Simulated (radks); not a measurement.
The numbers below are computed, except where a source is named.
Orbital eigenvalues (eV) of neutral tin, [Kr] 4d10 5s2 5p2, at several levels of relativity; Dirac values are averaged over j with weights 2j + 1. Spin-unpolarised spherical Kohn-Sham, PBEsol, point nucleus unless stated (finite: rms radius 4.6519 fm), a radial shooting solver on a logarithmic mesh with Libxc functionals. A level marked "c x" has the speed of light scaled by that factor and shares open shells by 2j + 1; other Dirac levels either fill j = l - 1/2 first or share by 2j + 1.

shell  non-rel.  scalar-rel., finite nucleus  Dirac, 2j+1 shares  Dirac, 2j+1 shares, finite nucleus  change of magnitude, last against first (%)
1s       -27957                       -28997              -28980                              -28978                                        +3.65
2s      -4125.0                      -4377.8             -4373.9                             -4373.7                                        +6.03
2p      -3859.4                      -3930.9             -3932.5                             -3932.5                                        +1.89
3s      -793.13                      -844.55             -843.83                             -843.79                                        +6.39
3p      -683.57                      -698.48             -698.88                             -698.88                                        +2.24
3d      -480.21                      -473.39             -472.87                             -472.87                                        -1.53
4s      -123.84                      -133.74             -133.64                             -133.63                                        +7.90
4p      -87.414                      -89.565             -89.694                             -89.695                                        +2.61
4d      -27.232                      -25.793             -25.772                             -25.773                                        -5.36
5s      -9.8501                      -10.595             -10.587                             -10.587                                        +7.48
5p      -3.7834                      -3.7090             -3.7194                             -3.7195                                        -1.69
